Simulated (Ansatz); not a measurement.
Basis sets compared for [Cu(SH)2]- (CuH2S2⁻). The state is a singlet with charge -1. Geometry r2SCAN-D4/def2-TZVPD. Ansatz on 4 threads of Arm Neoverse V2 on a shared host; times are rough, and most runs start from earlier orbitals.

```xyz
5

Cu   -0.187    0.222   -0.207
S     0.248    1.866    1.116
H     0.001    1.210    2.268
S    -0.651   -1.386   -1.563
H     0.589   -1.912   -1.614
```

```tsv
level	functions	energy (Eh)	HOMO (eV)	LUMO (eV)	wall time
PBE-D4/def2-SVPD	104	-2437.2092	-0.44	2.83	0.85 s
PBE0-D4/def2-SVPD	104	-2437.2767	-1.79	3.35	1.2 s
```

Estimate the rows for PBE-D4/def2-TZVPD, PBE0-D4/def2-TZVPD (with forces).


```csv
level,functions,energy (Eh),HOMO (eV),LUMO (eV),wall time
PBE-D4/def2-TZVPD,158,-2437.7215,-0.49,2.77,1.3 s
PBE0-D4/def2-TZVPD (with forces),158,-2437.7770,-1.81,3.25,3 s
```
